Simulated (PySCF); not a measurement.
# Reading the logs of faulty runs: CFH6Si2

These are calculations, not measurements. The program is PySCF 2.14.0, an open-source quantum chemistry code, run on an isolated molecule that a program drew, which may never have been made. The molecule is CFH6Si2 (charge 0, doublet), drawn as the SMILES string `[CH2][SiH2][SiH2]F`.

Each row is a Hartree-Fock (HF) and frozen-core CCSD(T) single point in the cc-pV(D+d)Z basis, meant for a local HF minimum. Run 1 is clean. Each other run has one planted mistake out of seven kinds, and not every kind appears here: one electron removed, one electron added, multiplicity raised by two, geometry at a saddle point, minimal basis STO-3G, one bond length entered in bohr, all coordinates scaled. The reference is restricted for singlets and unrestricted otherwise, and also for a bond in bohr. Adding or removing an electron swaps singlet and doublet. Electrons count all cores. HOMO and LUMO are orbital energies over both spins, the gradient is its largest component, and the lowest frequency (negative if imaginary) is given only where the gradient is small. Bond lengths are over the 9 bonds as drawn. T1 is the CCSD diagnostic: over 0.02 (restricted) or 0.045 (unrestricted) a single reference is doubtful.

Geometry of the clean run:
```xyz
10
CFH6Si2, angstrom
C    -0.1983   -0.0121    0.6898
Si    0.4111   -0.6471   -0.9484
Si   -1.2694   -1.9530   -1.9811
F    -0.7328   -2.4936   -3.4169
H    -0.7484    0.9197    0.7871
H    -0.0870   -0.5753    1.6121
H     1.6163   -1.4877   -0.7507
H     0.7500    0.4879   -1.8402
H    -1.6212   -3.1389   -1.1719
H    -2.4952   -1.1687   -2.2402
```

```
run,electrons,basis functions,<S^2>,HOMO (eV),LUMO (eV),gradient (hartree/bohr),lowest frequency (cm^-1),mean bond (Å),longest bond (Å),T1,HF (hartree),CCSD(T) (hartree),mistake
1,49,104,0.762,-9.95,1.99,3.3e-05,56,1.5494,2.366,0.0138,-718.69251,-719.26210,no fault
2,49,104,1.696,-8.59,0.87,5.4e-03,-,1.7101,3.071,0.0464,-718.53306,-719.07115,one bond length entered in bohr
3,49,104,0.761,-9.85,2.04,6.9e-02,-,1.4611,2.231,0.0139,-718.65804,-719.22291,all coordinates scaled
4,48,104,0.000,-16.45,-6.97,3.3e-02,-,1.5494,2.366,0.0376,-718.37500,-718.94384,one electron removed
5,50,104,0.000,-0.96,7.79,6.3e-02,-,1.5494,2.366,0.0149,-718.66269,-719.27306,?
6,49,104,3.768,-4.60,-2.26,4.1e-02,-,1.5494,2.366,0.0200,-718.47169,-719.03864,?
```

**Which mistake was planted in run 5, and what did it cost?**

It counts 50 electrons, one more than the clean run, at the same geometry and basis. So the mistake is: one electron added. Subtracting run 1 and multiplying by 627.51 kcal/mol a hartree, the energy moved by 18.7 kcal/mol in HF and -6.9 kcal/mol in CCSD(T).

**Which mistake was planted in run 6, and what did it cost?**

Electrons, basis and geometry are unchanged, and <S^2> is 3.768, beside S(S+1) = 3.75 for a multiplicity of 4. So the mistake is: multiplicity raised by two. Subtracting run 1 and multiplying by 627.51 kcal/mol a hartree, the energy moved by 138.6 kcal/mol in HF and 140.2 kcal/mol in CCSD(T).

Cautions from the logs. Run 2: T1 is over the limit, so its CCSD(T) energy is less reliable; run 4: T1 is over the limit, so its CCSD(T) energy is less reliable.
